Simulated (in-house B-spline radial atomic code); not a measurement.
Whole-atom quantities along the 21-electron series, configuration [Ar] 3d3. Computed with a B-spline radial code for spherical atoms: non-relativistic Hartree-Fock, average of the configuration, point nuclei.

This level leaves out relativity, spin-orbit splitting included, which matters for heavy ions.

```json
{"ion": "Sn29+", "Z": "50", "E/Z² (Eh)": "-2.1847", "Σ<r²> (bohr²)": "1.3306", "n(0)/Z³ (bohr⁻³)": "0.70418", "Lamb diamagnetic shielding (ppm)": "4224.15", "repulsion over attraction": "0.081945"}
{"ion": "Sb30+", "Z": "51", "E/Z² (Eh)": "-2.1924", "Σ<r²> (bohr²)": "1.2659", "n(0)/Z³ (bohr⁻³)": "0.7048", "Lamb diamagnetic shielding (ppm)": "4316.88", "repulsion over attraction": "0.080485"}
{"ion": "Te31+", "Z": "52", "E/Z² (Eh)": "?", "Σ<r²> (bohr²)": "?", "n(0)/Z³ (bohr⁻³)": "?", "Lamb diamagnetic shielding (ppm)": "?", "repulsion over attraction": "?"}
{"ion": "I32+", "Z": "53", "E/Z² (Eh)": "?", "Σ<r²> (bohr²)": "?", "n(0)/Z³ (bohr⁻³)": "?", "Lamb diamagnetic shielding (ppm)": "?", "repulsion over attraction": "?"}
{"ion": "Xe33+", "Z": "54", "E/Z² (Eh)": "-2.2138", "Σ<r²> (bohr²)": "1.0979", "n(0)/Z³ (bohr⁻³)": "0.70656", "Lamb diamagnetic shielding (ppm)": "4595.05", "repulsion over attraction": "0.076394"}
{"ion": "Cs34+", "Z": "55", "E/Z² (Eh)": "-2.2205", "Σ<r²> (bohr²)": "1.0493", "n(0)/Z³ (bohr⁻³)": "0.70711", "Lamb diamagnetic shielding (ppm)": "4687.77", "repulsion over attraction": "0.075119"}
{"ion": "Ba35+", "Z": "56", "E/Z² (Eh)": "-2.2269", "Σ<r²> (bohr²)": "1.004", "n(0)/Z³ (bohr⁻³)": "0.70764", "Lamb diamagnetic shielding (ppm)": "4780.49", "repulsion over attraction": "0.073885"}
{"ion": "La36+", "Z": "57", "E/Z² (Eh)": "-2.2332", "Σ<r²> (bohr²)": "0.96146", "n(0)/Z³ (bohr⁻³)": "0.70815", "Lamb diamagnetic shielding (ppm)": "4873.21", "repulsion over attraction": "0.072689"}
{"ion": "Ce37+", "Z": "58", "E/Z² (Eh)": "-2.2392", "Σ<r²> (bohr²)": "0.92163", "n(0)/Z³ (bohr⁻³)": "0.70865", "Lamb diamagnetic shielding (ppm)": "4965.93", "repulsion over attraction": "0.071532"}
{"ion": "Pr38+", "Z": "59", "E/Z² (Eh)": "-2.2451", "Σ<r²> (bohr²)": "0.88424", "n(0)/Z³ (bohr⁻³)": "0.70913", "Lamb diamagnetic shielding (ppm)": "5058.64", "repulsion over attraction": "0.070409"}
{"ion": "Nd39+", "Z": "60", "E/Z² (Eh)": "?", "Σ<r²> (bohr²)": "?", "n(0)/Z³ (bohr⁻³)": "?", "Lamb diamagnetic shielding (ppm)": "?", "repulsion over attraction": "?"}
{"ion": "Pm40+", "Z": "61", "E/Z² (Eh)": "-2.2563", "Σ<r²> (bohr²)": "0.81601", "n(0)/Z³ (bohr⁻³)": "0.71005", "Lamb diamagnetic shielding (ppm)": "5244.07", "repulsion over attraction": "0.068265"}
{"ion": "Sm41+", "Z": "62", "E/Z² (Eh)": "-2.2616", "Σ<r²> (bohr²)": "0.78483", "n(0)/Z³ (bohr⁻³)": "0.71049", "Lamb diamagnetic shielding (ppm)": "5336.78", "repulsion over attraction": "0.067241"}
{"ion": "Eu42+", "Z": "63", "E/Z² (Eh)": "-2.2668", "Σ<r²> (bohr²)": "0.75542", "n(0)/Z³ (bohr⁻³)": "0.71092", "Lamb diamagnetic shielding (ppm)": "5429.49", "repulsion over attraction": "0.066246"}
{"ion": "Gd43+", "Z": "64", "E/Z² (Eh)": "-2.2718", "Σ<r²> (bohr²)": "0.72763", "n(0)/Z³ (bohr⁻³)": "0.71134", "Lamb diamagnetic shielding (ppm)": "5522.2", "repulsion over attraction": "0.06528"}
{"ion": "Tb44+", "Z": "65", "E/Z² (Eh)": "-2.2767", "Σ<r²> (bohr²)": "0.70136", "n(0)/Z³ (bohr⁻³)": "0.71174", "Lamb diamagnetic shielding (ppm)": "5614.91", "repulsion over attraction": "0.064341"}
{"ion": "Dy45+", "Z": "66", "E/Z² (Eh)": "-2.2815", "Σ<r²> (bohr²)": "0.67649", "n(0)/Z³ (bohr⁻³)": "0.71213", "Lamb diamagnetic shielding (ppm)": "5707.62", "repulsion over attraction": "0.063428"}
{"ion": "Ho46+", "Z": "67", "E/Z² (Eh)": "-2.2861", "Σ<r²> (bohr²)": "0.65293", "n(0)/Z³ (bohr⁻³)": "0.71251", "Lamb diamagnetic shielding (ppm)": "5800.33", "repulsion over attraction": "0.062541"}
{"ion": "Er47+", "Z": "68", "E/Z² (Eh)": "-2.2906", "Σ<r²> (bohr²)": "0.63058", "n(0)/Z³ (bohr⁻³)": "0.71288", "Lamb diamagnetic shielding (ppm)": "5893.04", "repulsion over attraction": "0.061678"}
{"ion": "Tm48+", "Z": "69", "E/Z² (Eh)": "-2.2949", "Σ<r²> (bohr²)": "0.60936", "n(0)/Z³ (bohr⁻³)": "0.71325", "Lamb diamagnetic shielding (ppm)": "5985.75", "repulsion over attraction": "0.060838"}
{"ion": "Yb49+", "Z": "70", "E/Z² (Eh)": "-2.2992", "Σ<r²> (bohr²)": "0.58921", "n(0)/Z³ (bohr⁻³)": "0.7136", "Lamb diamagnetic shielding (ppm)": "6078.45", "repulsion over attraction": "0.06002"}
{"ion": "Lu50+", "Z": "71", "E/Z² (Eh)": "-2.3033", "Σ<r²> (bohr²)": "0.57003", "n(0)/Z³ (bohr⁻³)": "0.71394", "Lamb diamagnetic shielding (ppm)": "6171.16", "repulsion over attraction": "0.059224"}
```

(1) Fill in the row of Te31+.

(2) Fill in the row of I32+.

(3) Fill in the row of Nd39+.

(4) With what power of Z does the column «Σ<r²> (bohr²)» change over this range?

## Answers

(1) E/Z² (Eh): -2.1998; Σ<r²> (bohr²): 1.2058; n(0)/Z³ (bohr⁻³): 0.70541; Lamb diamagnetic shielding (ppm): 4409.61; repulsion over attraction: 0.079075.

(2) E/Z² (Eh): -2.2069; Σ<r²> (bohr²): 1.15; n(0)/Z³ (bohr⁻³): 0.706; Lamb diamagnetic shielding (ppm): 4502.33; repulsion over attraction: 0.077712.

(3) E/Z² (Eh): -2.2508; Σ<r²> (bohr²): 0.84909; n(0)/Z³ (bohr⁻³): 0.7096; Lamb diamagnetic shielding (ppm): 5151.36; repulsion over attraction: 0.069321.

(4) A fit of the logarithm of its size against log Z from Z = 50 to 71 has slope -2.41. Unscreened non-relativistic hydrogenic orbitals would give -2.
